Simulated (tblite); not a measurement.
bromine (Br2), singlet, at a GFN2-xTB geometry; GFN1-xTB in tblite.

The tblite input:
```
$ tblite run mol.xyz --method gfn1 --charge 0 --spin 0 --json tblite.json --no-restart

# file mol.xyz
2

Br    -0.00000000    -0.00000000    -1.14062493
Br     0.00000000     0.00000000     1.14062493
```

Question: What does tblite print? Leave out banner, timings and long lists.

Answer: 
```
xTB calculator
 | screened Coulomb repulsion
 | Coulomb electrostatics
 |  * isotropic Klopman-Ohno-Mataga-Nishimoto electrostatics
 |  * onsite third-order electrostatics
 | DFT-D3(BJ) dispersion correction

halogen bonding energy    0.0000000000000E+00 Eh
repulsion energy          9.3178663303199E-03 Eh
dispersion energy        -4.2166770596723E-04 Eh
number of electrons       1.4000000000000E+01 e
integral cutoff           1.9756696134657E+01 bohr

------------------------------------------------------------
  cycle        total energy    energy error   density error
------------------------------------------------------------
      1     -7.754831448418  -7.7637276E+00   6.0376008E-02
      2     -7.754831448432  -1.3767654E-11   3.6224981E-02
      3     -7.754831448439  -7.7005069E-12   2.4823747E-06
------------------------------------------------------------

electronic energy        -7.7637276470637E+00 Eh
total energy             -7.7548314484393E+00 Eh

Post processing:
 | Mayer-Wiberg bond orders

[Info] JSON dump of results written to 'tblite.json'
```
